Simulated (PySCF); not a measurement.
**Spinor energies of Hg⁶³⁺ (mercury, charge +63)**

Start: [Ne] 3s2 3p5; 3p1/2 filled at m_j = +1/2; 3p3/2 filled at m_j = -3/2, -1/2, +1/2, +3/2. Calculated with PySCF 2.14 in an uncontracted even-tempered set (17 s from 21 bohr⁻², ratio 2.4; 14 p from 27 bohr⁻², ratio 2.4; 4 d from 95 bohr⁻², ratio 2.6; 4 f from 140 bohr⁻², ratio 2.6): generalised Hartree-Fock with the X2C-1e Hamiltonian and a Gaussian nucleus; one run each with spin-orbit coupling (SO) screened by Boettger's factors, then bare. This is a chosen level, not necessarily the ground level.

| spinor shell | electrons | ε, screened SO (eV) | ε, bare SO (eV) | weight of nominal j (bare SO) | rms radius, bare SO (bohr) |
| --- | --- | --- | --- | --- | --- |
| 1s1/2 | 2 | -88618.1 | -88616.8 | 1.000 | 0.0187 |
| 2s1/2 | 2 | -19848.8 | -19848.5 | 1.000 | 0.0747 |
| 2p1/2 | 2 | -19256.7 | -19302.1 | 1.000 | 0.0630 |
| 2p3/2 | 4 | -17275.9 | -17262.6 | 1.000 | 0.0709 |
| 3s1/2 | 2 | -7827.7 | -7827.6 | 1.000 | 0.181 |
| 3p1/2 | 1 | -7606.7 | -7618.3 | 1.000 | 0.171 |
| 3p3/2 | 4 | -7078.2 | -7074.7 | 1.000 | 0.184 |

| quantity | screened SO | bare SO |
| --- | --- | --- |
| E (hartree) | -15175.26813 | -15176.61741 |
| M_J | 1/2 | 1/2 |
| ⟨J²⟩ | 0.750 | 0.750 |
| ⟨L²⟩ | 2.056 | 2.059 |
| ⟨S²⟩ | 0.805 | 0.809 |

Each row is a mean over spinors that exchange with the open shell spreads, by up to 23.942 eV (2p1/2).

Breit and QED terms are absent; they matter most for the inner s and p1/2 levels.

Densities and radii are taken from the X2C orbitals without a picture-change correction, which distorts them close to the nucleus.
